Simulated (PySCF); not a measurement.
**Correlation energy of B+ (boron, charge +1)**

[He] 2s1 3s1, high-spin 3S determinant (an excited configuration). Computed with PySCF 2.14 in aug-cc-pCVTZ-DK with one added diffuse shell each of s, p, d, f type (8s7p5d3f, 75 functions), with the spin-free X2C one-electron Hamiltonian (Gaussian nucleus). Frozen: nothing; 4 electrons correlated.

MP2 pair energies summed by pair of shells (mhartree):

```
 pair  energy  share (%)
1s-1s  -37.11       82.5
1s-2s   -4.03        9.0
2s-3s   -3.33        7.4
1s-3s   -0.50        1.1
```

Total MP2 correlation energy: -44.97 mhartree.

Same-spin part -4.43 and opposite-spin part -40.54 mhartree; SCS-MP2 scales them by 1/3 and 6/5 to -50.13 mhartree.
